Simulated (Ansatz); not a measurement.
Reaction (SMILES): CCCCl → C[CH]CCl + H atom (the C-H bond at the site shown breaks; other sites are not compared here)
Structures are relaxed separately at B3LYP-D3(BJ)/def2-TZVP in Ansatz (a first-principles code), one conformer each, not searched for the lowest.

Quantity: bond dissociation energy (electronic energy difference), in eV. Cores are frozen in the correlated levels unless marked. Open shells are spin-unrestricted. No spin-orbit coupling. No relativistic terms. Basis-set limits of correlation are two-point, X^-3; Hartree-Fock from the larger set. The bracket is a focal-point correction in the basis named.

| level | program | bond dissociation energy (eV) |
|---|---|---|
| revPBE/def2-TZVPD | Ansatz | 4.17 |
| r2SCAN-D4/def2-TZVPD | Ansatz + dftd4 | 4.24 |

**Question.** What does RI-MP2/CBS(cc-pV(T+d)Z,cc-pV(Q+d)Z)+[CCSD(T)-MP2]/cc-pV(D+d)Z (Ansatz) give?

**Answer.** 4.63 eV
